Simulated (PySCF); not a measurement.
Compound: C4H6O2S.
Atom-mapped SMILES: `[CH2:1]=[CH:2][S:3](=[O:4])(=[O:5])[CH:6]=[CH2:7]` (hydrogens: H8, H9 on C1; H10 on C2; H11 on C6; H12, H13 on C7)

The same species was optimised twice, with GFN2-xTB and with PBE0-D3(BJ)/def2-SVP (PySCF), and the same property calculations (PySCF, gas phase) were run on both structures.

```csv
coordinate,GFN2-xTB,PBE0-D3(BJ)/def2-SVP,change
C2–S3 (Å),1.800,1.775,-0.025
S3–C6 (Å),1.800,1.776,-0.024
S3=O4 (Å),1.438,1.461,+0.023
S3=O5 (Å),1.438,1.461,+0.023
C6=C7 (Å),1.314,1.329,+0.015
C1=C2 (Å),1.314,1.329,+0.015
O4–S3–O5 (°),118.7,121.8,+3.1
C2–S3–O5 (°),108.4,107.0,-1.4
O4–S3–C6 (°),108.4,107.2,-1.2
O5–S3–C6 (°),108.7,108.1,-0.6
C2–S3–O4 (°),108.7,108.1,-0.6
S3–C6–C7 (°),119.8,119.4,-0.4
C2–S3–C6 (°),102.6,103.1,+0.5
C1–C2–S3 (°),119.9,119.6,-0.3
C1–C2–S3–O4 (°),5,1,-4
C2–S3–C6–C7 (°),-110,-112,-2
```

Rotational constants: A = 3662, B = 1817, C = 1653 MHz (GFN2-xTB) against A = 3722, B = 1790, C = 1675 MHz (PBE0-D3(BJ)/def2-SVP). Point groups within 0.08 Å: C2 and C2. Atoms that the bonding makes alike are paired by their places after alignment.

On the GFN2-xTB structure: HOMO (eV) -8.34 [PBE0/pcSseg-1]; LUMO (eV) -1.59 [PBE0/pcSseg-1]; dipole (D) 4.63 [PBE0/pcSseg-1]; GIAO shielding of C1/C7 (mean) (ppm) 51.4 [PBE0/pcSseg-1]; GIAO shielding of C2/C6 (mean) (ppm) 36.8 [PBE0/pcSseg-1]; GIAO shielding of S3 (ppm) 218.4 [PBE0/pcSseg-1]; GIAO shielding of O4/O5 (mean) (ppm) 152.8 [PBE0/pcSseg-1].

Q: What do these properties become on the PBE0-D3(BJ)/def2-SVP structure?

A: 
```csv
property,level,on GFN2-xTB,on PBE0-D3(BJ)/def2-SVP,change
HOMO (eV),PBE0/pcSseg-1,-8.34,-8.30,+0.04
LUMO (eV),PBE0/pcSseg-1,-1.59,-1.69,-0.10
dipole (D),PBE0/pcSseg-1,4.63,4.53,-0.10
"energy, GFN2-xTB geometry as zero (kcal/mol)",PBE0/pcSseg-1,0.0,-2.3,-2.3
GIAO shielding of C1/C7 (mean) (ppm),PBE0/pcSseg-1,51.4,46.2,-5.2
GIAO shielding of C2/C6 (mean) (ppm),PBE0/pcSseg-1,36.8,36.2,-0.6
GIAO shielding of S3 (ppm),PBE0/pcSseg-1,218.4,212.2,-6.2
GIAO shielding of O4/O5 (mean) (ppm),PBE0/pcSseg-1,152.8,143.6,-9.2
```

The heavy atoms differ by 0.039 Å rms after alignment. Among bonds between heavy atoms C2–S3 and S3–C6 change most and about equally (-0.025 to -0.024 Å). Changes are differences of the printed values. Neither structure is proved a minimum here.

The values belong to the conformer `[CH2:1]=[CH:2][S:3](=[O:4])(=[O:5])[CH:6]=[CH2:7]`: C1–C2–S3–O4 1°, C2–S3–C6–C7 -112°.
